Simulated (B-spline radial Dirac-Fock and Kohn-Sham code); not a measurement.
These are calculated numbers from an atomic code on a B-spline grid; the model is independent-particle rates on relativistic LDA orbitals of the hole state (multipoles up to L = 3, Coulomb Auger matrix elements, transition energies from Dirac-Fock).

Question: A single inner-shell vacancy in a neutral atom gives this computed emission spectrum. Which element, which hole, and which lines?

```csv
energy (eV),relative intensity
3269.7,2.7
3440.1,0.0
3663.8,100.0
4011.1,0.6
4133.2,12.3
4152.2,0.1
```

Answer: Tin (Z = 50), hole in L2 (2p1/2). In order of rising energy the lines are Lη (L2-M1), L2-M3, Lβ1 (L2-M4), Lγ5 (L2-N1), Lγ1 (L2-N4), L2-O1.
